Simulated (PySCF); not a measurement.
**Stretching Sc₂**

Set-up: basis Sc def2-TZVPP; no relativity; PySCF 2.14. Energies in eV from Sc (3d1 4s2) + Sc (3d1 4s2) in their ground configurations at the same level. State: quintet, unpaired electrons σ ↑↑, π ↑↑.

| R (Å) | B3LYP | MN15 |
| --- | --- | --- |
| 2.219 | -0.0721 | -0.3195 |
| 2.322 | -0.3146 | -0.4942 |
| 2.425 | -0.4614 | -0.5694 |
| 2.503 | -0.5178 | -0.5724 |
| 2.580 | -0.5348 | -0.5372 |
| 2.657 | -0.5184 | -0.4705 |
| 2.761 | -0.4545 | -0.3426 |
| 2.890 | -0.3241 | -0.1369 |
| 3.044 | -0.1195 | 0.1519 |
| 3.251 | 0.1926 | 0.5690 |

Put a parabola through the three lowest points of the B3LYP curve and estimate Re, k and ωe (reduced mass 22.48 u; 1 eV/Å² = 0.16022 mdyn/Å; ωe = 1302.8·√(k/μ) cm⁻¹).

Through R = 2.503, 2.58, 2.657 Å the second-order coefficient is 2.82 eV/Å², so Re ≈ 2.581 Å, k ≈ 0.903 mdyn/Å and ωe ≈ 261 cm⁻¹. A polynomial fit of higher order to the unrounded B3LYP energies gives Re = 2.579 Å, k = 0.894 mdyn/Å, ωe = 260 cm⁻¹; anharmonicity and rounding make the difference.

The higher-order fit for each curve: B3LYP: Re = 2.579 Å, ωe = 260 cm⁻¹, De = 0.53 eV; MN15: Re = 2.469 Å, ωe = 287 cm⁻¹, De = 0.58 eV.

The metal atom is held in its measured ground configuration; semilocal functionals can put another filling of s and d lower by some tenths of an eV, and De to that atom would be smaller. The state is the lowest single determinant that the PBE0 search found; with open d or f shells the true ground state can be another one.
